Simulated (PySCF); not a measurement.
Dipole response of I⁻ (iodine, charge -1)

[Xe], closed-shell 1S. Calculation: PySCF 2.14, in aug-cc-pVTZ-PP with one added diffuse shell each of d, f type with ECP28MDF (6s5p5d3f, 67 functions); a scalar-relativistic core potential. Coupled (time-dependent) response in atomic units; α is the mean over directions.

| method | mean α (bohr³) | C₆ (like pair) | S(−4) |
| --- | --- | --- | --- |
| UHF | 61.75 | 854.9 | 951.6 |
| PBE | 75.87 | 1090 | 1701 |
| PBE0 | 68.95 | 973.1 | 1308 |
| TPSS | 72.04 | 1035 | 1459 |
| PW91 | 74.50 | 1068 | 1615 |

S(−4) is the Cauchy moment in α(ω) = α(0) + S(−4) ω² + …

α(iu) at PW91:

```csv
u (hartree),α(iu) (bohr³)
0,74.50
0.0500,70.74
0.100,61.99
0.200,43.89
0.300,31.53
0.500,18.17
0.750,10.64
1.00,6.992
1.50,3.731
2.00,2.356
3.00,1.215
5.00,0.5069
```

A single London oscillator, α(iu) = α/(1 + u²/ω²), gives C₆ = (3/4) ω α². Matching the computed C₆ needs ω = 4 × 1068 / (3 × 74.50²) = 0.257 hartree.

For an ion, C₆ is the dispersion term alone; charge-induced terms of lower order in 1/R come first.

Energies and moments cover only the electrons outside the core potential.
